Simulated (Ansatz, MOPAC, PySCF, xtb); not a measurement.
GaH3 (SMILES [GaH3]) and CH4O (SMILES CO) are pulled apart as rigid monomers along the line of their centres of mass, from the B3LYP-D3(BJ)/def2-TZVP minimum. Starting geometry (charge 0, multiplicity 1):
| atom | x (Å) | y (Å) | z (Å) |
|---|---|---|---|
| Ga | -0.0601 | -0.8509 | 0.7034 |
| H | -1.2918 | 0.0285 | 0.2673 |
| H | -0.3459 | -2.2027 | 1.4766 |
| H | 1.3315 | -0.6872 | -0.0221 |
| C | -0.3798 | 0.2670 | 3.5886 |
| O | 0.5015 | 0.3143 | 2.4512 |
| H | -0.4519 | -0.7478 | 3.9819 |
| H | -1.3544 | 0.5868 | 3.2298 |
| H | -0.0296 | 0.9544 | 4.3586 |
| H | 1.3991 | 0.0824 | 2.7165 |

Interaction energies with rigid monomers; basis-set methods are counterpoise corrected unless marked otherwise.

Rows in 6-31G* carry no dispersion term and start afresh at each structure (6-31G* with six Cartesian d functions); the Pople sets are all-electron and without relativity. The state that PM3 reach isn't checked.

Codes used: Ansatz (Gaussian orbitals); MOPAC for PM3 (differences of heats of formation); PySCF for 6-31G* rows, the dispersion terms; xtb for the GFN methods. Values without a source in brackets are computed.

```json
[
 {"Ga1···O6 (Å)": "1.96", "PM3 (kcal/mol)": "-40.20", "GFN2-xTB (kcal/mol)": "-28.89", "r2SCAN-D4/def2-TZVPPD (kcal/mol)": "-17.71", "B3LYP/6-31G* (no counterpoise) (kcal/mol)": "-16.23", "B3LYP/def2-TZVPPD (kcal/mol)": "-11.16"},
 {"Ga1···O6 (Å)": "2.17", "PM3 (kcal/mol)": "-38.71", "GFN2-xTB (kcal/mol)": "[?]", "r2SCAN-D4/def2-TZVPPD (kcal/mol)": "-20.06", "B3LYP/6-31G* (no counterpoise) (kcal/mol)": "-20.02", "B3LYP/def2-TZVPPD (kcal/mol)": "[?]"},
 {"Ga1···O6 (Å)": "2.49", "PM3 (kcal/mol)": "-37.68", "GFN2-xTB (kcal/mol)": "-26.30", "r2SCAN-D4/def2-TZVPPD (kcal/mol)": "-16.06", "B3LYP/6-31G* (no counterpoise) (kcal/mol)": "-16.96", "B3LYP/def2-TZVPPD (kcal/mol)": "-12.56"},
 {"Ga1···O6 (Å)": "3.03", "PM3 (kcal/mol)": "-20.79", "GFN2-xTB (kcal/mol)": "-16.37", "r2SCAN-D4/def2-TZVPPD (kcal/mol)": "-8.44", "B3LYP/6-31G* (no counterpoise) (kcal/mol)": "-9.73", "B3LYP/def2-TZVPPD (kcal/mol)": "-6.63"},
 {"Ga1···O6 (Å)": "3.89", "PM3 (kcal/mol)": "-7.50", "GFN2-xTB (kcal/mol)": "-5.47", "r2SCAN-D4/def2-TZVPPD (kcal/mol)": "-2.86", "B3LYP/6-31G* (no counterpoise) (kcal/mol)": "-3.84", "B3LYP/def2-TZVPPD (kcal/mol)": "-2.24"}
]
```

### Question
Complete the blanks.

### Answer

- 2.17, GFN2-xTB (kcal/mol): -30.22
- 2.17, B3LYP/def2-TZVPPD (kcal/mol): -14.94

Ansatz is an electronic-structure program.
